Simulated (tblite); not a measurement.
Compound: C5H11AsSi.
Numbering: `[AsH2:1][SiH2:2][C@@H:3]1[CH:4]=[CH:5][CH2:6][CH2:7]1` (hydrogens: H8, H9 on As1; H10, H11 on Si2; H12 on C3; H13 on C4; H14 on C5; H15, H16 on C6; H17, H18 on C7)

Computed with GFN2-xTB (tblite), gas phase: L-BFGS steps from a force-field or distance-geometry start until the largest atomic force falls under 0.01 eV/Å.

The end geometry, which sets the zero of energy:
```
atom  x, y, z in Å
As1     1.9464    0.3735    1.6706
Si2     1.5036   -1.1021   -0.0631
C3     -0.3001   -0.7997   -0.6488
C4     -0.4179    0.5576   -1.2548
C5     -1.0380    1.4131   -0.4572
C6     -1.4790    0.7598    0.8191
C7     -1.2794   -0.7380    0.5369
H8      1.9909    1.5532    0.7495
H9      3.4288    0.2101    1.5200
H10     2.3792   -1.0219   -1.2450
H11     1.5688   -2.4980    0.4122
H12    -0.5831   -1.5771   -1.3611
H13    -0.0019    0.7795   -2.2235
H14    -1.2247    2.4551   -0.6546
H15    -0.8483    1.1005    1.6542
H16    -2.5126    1.0023    1.0722
H17    -2.2327   -1.1884    0.2526
H18    -0.9088   -1.2733    1.4149
```

**Question.** These geometries come from the run, each turned onto the end geometry. Order them by energy, lowest first.
A.
```
atom  x, y, z in Å
As1     2.5408    0.2847    1.4994
Si2     1.5714   -1.1069   -0.0920
C3     -0.2281   -0.5747   -0.4796
C4     -0.3560    0.8225   -1.0030
C5     -1.3480    1.4896   -0.4358
C6     -2.0882    0.6471    0.5610
C7     -1.1671   -0.5726    0.7403
H8      3.1104    1.2303    0.4912
H9      3.8098   -0.5138    1.4455
H10     2.2556   -1.1966   -1.3918
H11     1.5051   -2.4813    0.4395
H12    -0.6105   -1.2638   -1.2428
H13     0.2885    1.1816   -1.7886
H14    -1.6547    2.4960   -0.6655
H15    -2.2794    1.1746    1.4969
H16    -3.0595    0.3569    0.1491
H17    -1.7148   -1.5111    0.8077
H18    -0.5840   -0.4564    1.6624
```
B.
```
atom  x, y, z in Å
As1     1.9985    0.5107    1.5666
Si2     1.4878   -1.1118   -0.0124
C3     -0.2939   -0.7883   -0.6550
C4     -0.3806    0.5953   -1.2038
C5     -1.0118    1.4213   -0.3835
C6     -1.5094    0.7118    0.8415
C7     -1.3197   -0.7728    0.4918
H8      2.0539    1.5934    0.5339
H9      3.4730    0.2898    1.4044
H10     2.3800   -1.1913   -1.1828
H11     1.4850   -2.4553    0.5976
H12    -0.5504   -1.5348   -1.4085
H13     0.0704    0.8566   -2.1471
H14    -1.1726    2.4758   -0.5313
H15    -0.9086    0.9984    1.7173
H16    -2.5489    0.9576    1.0664
H17    -2.2669   -1.1922    0.1443
H18    -0.9945   -1.3578    1.3549
```
C.
```
atom  x, y, z in Å
As1     1.9933    0.6645    1.4267
Si2     1.4922   -1.0589   -0.0461
C3     -0.3057   -0.7748   -0.6528
C4     -0.4133    0.6127   -1.1892
C5     -1.0742    1.4201   -0.3745
C6     -1.5795    0.6948    0.8379
C7     -1.3186   -0.7844    0.5068
H8      2.5927    1.5132    0.3488
H9      3.3498    0.0907    1.7042
H10     2.3537   -1.1566   -1.2380
H11     1.5317   -2.3752    0.6175
H12    -0.5608   -1.5174   -1.4107
H13     0.0476    0.8924   -2.1224
H14    -1.2639    2.4698   -0.5248
H15    -1.0222    1.0149    1.7288
H16    -2.6359    0.8985    1.0237
H17    -2.2457   -1.2630    0.1834
H18    -0.9498   -1.3352    1.3748
```
D.
```
atom  x, y, z in Å
As1     2.6929    0.1295    1.5145
Si2     1.5774   -1.1423   -0.0732
C3     -0.1708   -0.4578   -0.3641
C4     -0.3146    0.9500   -0.8762
C5     -1.4501    1.4881   -0.4616
C6     -2.2117    0.5078    0.3939
C7     -1.0863   -0.4146    0.8638
H8      3.1268    1.0826    0.4527
H9      3.9093   -0.7076    1.2865
H10     2.2047   -1.2344   -1.4113
H11     1.4484   -2.5433    0.3844
H12    -0.6253   -1.1210   -1.1099
H13     0.4042    1.4164   -1.5288
H14    -1.8472    2.4580   -0.7157
H15    -2.7845    0.9655    1.2026
H16    -2.8926   -0.0587   -0.2565
H17    -1.4171   -1.3970    1.1991
H18    -0.5723    0.0850    1.6939
```
E.
```
atom  x, y, z in Å
As1     2.7007    0.1345    1.5021
Si2     1.5920   -1.1653   -0.1497
C3     -0.1777   -0.4827   -0.3649
C4     -0.3104    0.9396   -0.8652
C5     -1.4681    1.4688   -0.4775
C6     -2.2398    0.4462    0.3227
C7     -1.0691   -0.3816    0.8807
H8      3.2453    1.2210    0.6012
H9      3.9942   -0.6234    1.3780
H10     2.0966   -1.3333   -1.5577
H11     1.3740   -2.5450    0.3910
H12    -0.7522   -1.1091   -1.0673
H13     0.4729    1.4219   -1.4287
H14    -1.8301    2.4727   -0.6493
H15    -2.9404    0.8506    1.0593
H16    -2.8043   -0.1959   -0.3591
H17    -1.3495   -1.3292    1.3438
H18    -0.5432    0.2165    1.6346
```

**Answer.** B (0.006 eV), C (0.017 eV), A (0.096 eV), D (0.207 eV), E (0.383 eV).

In the order of the answer:

```csv
step,E above end (eV),largest force (eV/Å),rms force component (eV/Å),rms distance from end (Å),rms bond change (Å),bond most changed (Å)
161,0.006,0.02,0.007,0.129,0.001,As1–Si2 +0.002
108,0.017,0.03,0.009,0.233,0.001,As1–Si2 +0.002
45,0.096,0.10,0.033,0.720,0.004,C6–H15 -0.009
17,0.207,0.20,0.067,0.989,0.008,Si2–C3 -0.020
6,0.383,0.51,0.158,1.064,0.018,As1–Si2 +0.057
```

What follows is the cost of the whole relaxation. Hardware: one thread, Arm Neoverse N1 (aarch64), on a shared host. Cost: 2.5 s wall.
